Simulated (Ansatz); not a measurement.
Worked example: C3H5F3 + C3F6 → C2H2F4 + C4H3F5

Species: C3H5F3 (1,1,1-trifluoropropane) `CCC(F)(F)F`, singlet; C3F6 (hexafluoropropylene) `FC(F)=C(F)C(F)(F)F`, singlet; C2H2F4 (norflurane) `FCC(F)(F)F`, singlet; C4H3F5 `C/C(F)=C(\F)C(F)(F)F`, singlet. The partners trade CH3 for F; both sit on C, so the bond types are kept.

Shapes, held fixed at every level: PBE0-D4/def2-TZVP. Programs: Ansatz 0.2.0. The zero-point and thermal change to 298 K, harmonic and unscaled (PBE0-D4/def2-TZVP), is -0.5 kJ/mol.

At CCSD(T)/CBS estimate; 1 Eh = 2625.50 kJ/mol:

```
species  energy (Eh)
 C3H5F3  -416.562974
   C3F6  -712.845977
 C2H2F4  -476.471257
 C4H3F5  -652.937074
```

Problem. Work out ΔH(298 K) of the reaction at this level.

Solution. 
1. Products less reactants: (-476.471257) + (-652.937074) − [(-416.562974) + (-712.845977)] = 0.000620 Eh = +1.6 kJ/mol.
2. With the thermal change: +1.6 + (-0.5) = +1.1 kJ/mol.

Other levels give -3.9 (HF/def2-SVP) to +13.3 kJ/mol (SPW92/def2-TZVPP). No measured value is set beside it here. The CBS estimate extrapolates MP2 from def2-TZVPP and def2-QZVPP and adds CCSD(T) − MP2 in the triple-zeta set, cores frozen. That is about zero within the method's error.
